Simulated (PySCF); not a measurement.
Species: Ni(NH2)2 (triplet state).
SMILES: `[NH2][Ni][NH2]`

The calculation used PBE0-D3(BJ)/def2-SVP geometry optimisation, gas phase (PySCF 2.14.0).

Take the most abundant isotopes and a rigid rotor. 

Question: What are A, B and C (MHz)?

Answer: Ia = 2.72, Ib = 112.34, Ic = 115.05 u·Å²; 505379 MHz·u·Å²/I gives A = 186066, B = 4499, C = 4393 MHz.

Question: Classify the top.

Answer: A near-prolate asymmetric top: κ = (2 × 4499 − 186066 − 4393)/(186066 − 4393) = -1.00.

Question: What does the inertial defect say?

Answer: Planar: Δ = Ic − Ia − Ib = 0.00 u·Å². For a rigid frame Δ = −2 Σ m c², so it vanishes when all atoms lie in the ab plane; here none is more than 0.01 Å from it.

Question: Where do the levels up to J = 2 lie, in MHz?

Answer: Above 0(0,0):
J = 1: 1(0,1) 8891, 1(1,1) 190459, 1(1,0) 190565
J = 2: 2(0,2) 26674, 2(1,2) 208135, 2(1,1) 208454, 2(2,1) 753156, 2(2,0) 753156
Those of J = 1 are B + C, A + C and A + B.

The point group D2h allows no dipole (computed: 0.03 D), so a rigid rotor has no electric-dipole lines.

Question: Estimate the classical rotational partition function at 100 K and 500 K.

Answer: Point group D2h, symmetry number σ = 4; q = (√π/σ)·√((kT/h)³/(ABC)), k/h = 20836.6 MHz/K: 695 at 100 K, 7770 at 500 K.

For this open shell read J as N, the rotation without spin; fine and hyperfine splittings come on top. Whether it is a minimum is left open (no frequencies). ⟨S²⟩ = 2.007 (exact for a triplet: 2.00). Constants of a rigid frame at the computed geometry: no zero-point averaging, no centrifugal distortion. Quadrupole hyperfine structure (14N) is left out.

For an open-shell metal species like this, the optimisation's SCF solution wasn't tested for stability and no frequencies at its level were run, so a lower state or another shape may exist.
